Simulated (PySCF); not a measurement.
## Working out the ionisation energy of K⁴⁺

K⁴⁺ [Ne] 3s2 3p3 (4S) → K⁵⁺ [Ne] 3s2 3p2 (3P). All numbers are calculated (PySCF 2.14, no relativity, point nucleus, in an even-tempered Gaussian basis (18 s from 0.13 bohr⁻², ratio 2.5; 12 p from 0.17 bohr⁻², ratio 2.5; 5 d from 1.5 bohr⁻², ratio 2.7; 5 f from 2.3 bohr⁻², ratio 2.7)). Frozen: 1s2; the 18 highest virtual orbitals dropped. Energies in hartree (1 hartree = 27.21139 eV):

```
             part  K⁴⁺ (lower)  K⁵⁺ (upper)
              UHF  -594.079494  -591.094606
MP2 opposite-spin    -0.311744    -0.303699
    MP2 same-spin    -0.116803    -0.103863
```

Task: What does Hartree-Fock give?

Result: (-591.094606) − (-594.079494) = 2.984888 hartree = 81.223 eV.

Task: What do MP2 and SCS-MP2 (6/5 opposite-spin, 1/3 same-spin) give?

Result: The opposite-spin parts differ by 0.219 eV and the same-spin parts by 0.352 eV. MP2: 81.223 + (0.219) + (0.352) = 81.794 eV. SCS-MP2: 81.223 + 1.2 × (0.219) + (0.352)/3 = 81.603 eV.

A first-order spin-orbit estimate adds -0.218 eV to MP2 (outer shells), giving 81.576 eV against 82.66 ± 0.16 eV (semi-empirical (NIST evaluation); NIST Atomic Spectra Database, ionization energies).

The calculation is non-relativistic.

What remains against the reference includes basis incompleteness, the frozen core and correlation beyond second order.
